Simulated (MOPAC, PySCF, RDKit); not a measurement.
Complex: H2O (SMILES O) (first 3 atoms) with CH3F (SMILES CF); geometry from B3LYP-D3(BJ)/def2-TZVP, rigid monomers moved along the line of their centres of mass till H3···F5 is 2.80 Å.
(charge 0, multiplicity 1):
```tsv
atom	x (Å)	y (Å)	z (Å)
O	-0.1214	-0.0633	0.5828
H	0.0078	0.6366	-0.0644
H	-0.4799	0.3723	1.3672
C	0.4821	-0.2457	4.6060
F	-0.4536	0.6933	4.1473
H	-0.0496	-0.9987	5.1866
H	0.9644	-0.6947	3.7393
H	1.2080	0.2761	5.2286
```

Counterpoise-corrected where a basis set is named; no monomer relaxation. Rows marked so take none. RDKit's UFF carries no charges.

Rows in 6-31G* carry no dispersion term and start afresh at each structure (6-31G* with six Cartesian d functions). The state reached by PM7 isn't checked; PM7 holds dispersion and hydrogen-bond terms.

Programs: MOPAC for PM7 (differences of heats of formation); PySCF for 6-31G* rows; RDKit for the force fields. Each number belongs to the level named beside it.

### Question
One of these levels gives -127.9 meV for the interaction energy. Which one is it?
A) PM7
B) UFF
C) MMFF94
D) B3LYP/6-31G* (no counterpoise)

### Answer
D, B3LYP/6-31G* (no counterpoise). The others give -86.4 (MMFF94), -15.3 (UFF), -55.0 (PM7)
